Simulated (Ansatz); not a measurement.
`[SiH3][SiH2]B[SeH]` + HCl → `ClB[SeH]` + disilane at 400 K and 1 bar (cleavage of the B–Si bond).

Calculated with Ansatz (gas phase, PBE0-D4/def2-TZVP geometries, no zero-point term in ΔE). CBS: MP2 limit from def2 TZ/QZ plus the TZ coupled-cluster correction, frozen cores. This one scheme is used for every species. For Se outer-core shells are correlated without core-valence functions, which leaves a few kJ/mol of doubt a bond. Scalar relativity is left out up to krypton. One conformer a species, not always the lowest.

| species | CCSD(T)/CBS energy (Eh) | H − E (kJ/mol) | S (J/(mol·K)) |
| --- | --- | --- | --- |
| `[SiH3][SiH2]B[SeH]` | -3007.86627 | 203.2 | 424.4 |
| HCl | -460.38127 | 29.6 | 195.4 |
| `ClB[SeH]` | -2886.53463 | 78.6 | 312.0 |
| `[SiH3][SiH3]` | -581.74359 | 152.8 | 300.2 |

H − E and S are ideal-gas, rigid-rotor, harmonic terms from PBE0-D4/def2-TZVP, for one conformer and one mirror image of each species. 1 Eh = 2625.50 kJ/mol, R = 8.31446 J/(mol·K).

Question: By hand: ΔE, ΔH, ΔS and ΔG.

Answer: ΔE = (-2886.53463) + (-581.74359) − (-3007.86627) − (-460.38127) = -0.03068 Eh = -80.6 kJ/mol. Δ(H − E) = 78.6 + 152.8 − 203.2 − 29.6 = -1.4, so ΔH = -82.0 kJ/mol. ΔS = 312.0 + 300.2 − 424.4 − 195.4 = -7.6 J/(mol·K). ΔG = -82.0 − 400 × (-7.6)/1000 = -79.0 kJ/mol.

Question: By hand: the equilibrium constant, and the temperature at which ΔG would vanish if ΔH and ΔS stayed fixed.

Answer: log₁₀ K = −ΔG/(RT ln 10) = 10.3. ΔG = 0 at ΔH/ΔS = 10789 K, far beyond where these terms or the molecules hold.

The number of gas molecules stays the same, so ΔS is small and ΔH decides. A doubt of 5 kJ/mol in ΔE shifts log₁₀ K by 0.7 here. Other conformers and mirror images would add mixing entropy, several J/(mol·K) or more a flexible species. Modes under 60 cm⁻¹, often nearly free rotors, make the harmonic entropy too high. These are equilibria of isolated gas molecules and say nothing of rates. Largest T1 diagnostic: 0.014 (customary marks: 0.02 for closed shells, 0.045 for open ones).
